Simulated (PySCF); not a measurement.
From one molecule to another.

First species: GeHBr3.
SMILES: `[H][Ge]([Br])([Br])[Br]`

Second species: C3H2FNSe.
Cartesian coordinates in Å at the PBE0-D3(BJ)/def2-SVP level; atoms count from 1:
```
atom  x, y, z in Å
F1    -1.580   -1.050   -1.218
C2    -0.655   -0.430   -0.511
C3    -0.906    0.686    0.234
Se4    0.662    1.219    1.058
C5     1.418   -0.254    0.190
N6     0.597   -0.939   -0.537
H7    -1.857    1.201    0.348
H8     2.477   -0.500    0.303
```

Levels: PBE0/def2-SVPD for dipole moment, HOMO energy, LUMO energy, HOMO–LUMO gap, static isotropic polarisability and electronic spatial extent ⟨r²⟩ about the centre of nuclear charge; TDDFT PBE0/def2-SVPD for lowest singlet excitation; TDA PBE0/def2-SVPD for lowest triplet excitation (Tamm–Dancoff); ΔSCF PBE0/def2-SVPD for vertical ionisation energy. Geometries: PBE0-D3(BJ)/def2-SVP. All species are isolated and taken at one optimised geometry, non-relativistic unless stated. Electronic properties by PySCF.

Values for the first species:

| Quantity | Value |
| --- | --- |
| Dipole moment | 1.16 D |
| HOMO energy | -8.63 eV |
| LUMO energy | -2.24 eV |
| HOMO–LUMO gap | 6.39 eV |
| Lowest singlet excitation | 5.09 eV |
| Lowest triplet excitation (Tamm–Dancoff) | 4.73 eV |
| Static isotropic polarisability | 95.6 au |
| Vertical ionisation energy | 10.50 eV |
| Electronic spatial extent ⟨r²⟩ about the centre of nuclear charge | 1963 bohr² |

Question: Estimate the same properties for the second species, and the change in each.

Answer: 
| property | first | second | second less first |
| --- | --- | --- | --- |
| dipole moment | 1.16 D | 2.76 D | +1.60 D |
| HOMO energy | -8.63 eV | -7.24 eV | +1.39 eV |
| LUMO energy | -2.24 eV | -1.39 eV | +0.85 eV |
| HOMO–LUMO gap | 6.39 eV | 5.85 eV | -0.54 eV |
| lowest singlet excitation | 5.09 eV | 5.06 eV | -0.03 eV |
| lowest triplet excitation (Tamm–Dancoff) | 4.73 eV | 3.42 eV | -1.31 eV |
| static isotropic polarisability | 95.6 au | 64.0 au | -31.6 au |
| vertical ionisation energy | 10.50 eV | 9.32 eV | -1.18 eV |
| electronic spatial extent ⟨r²⟩ about the centre of nuclear charge | 1963 bohr² | 742 bohr² | -1221 bohr² |

On the first: S1 lies 1.30 eV below the HOMO–LUMO gap; its leading configuration is HOMO→LUMO, weight 0.99. The polarisability is 14.17 Å³ as a volume (1 au = 0.148185 Å³), or 0.69 au for each of the 138 electrons. Relativistic effects, spin–orbit coupling among them, are left out although an element past zinc is present.

On the second: In wavenumbers S1 is 40800 cm⁻¹ (1 eV = 8065.54 cm⁻¹). The ΔSCF ionisation energy exceeds −ε(HOMO) by 2.08 eV with PBE0. Relativistic effects, spin–orbit coupling among them, are left out although an element past zinc is present.
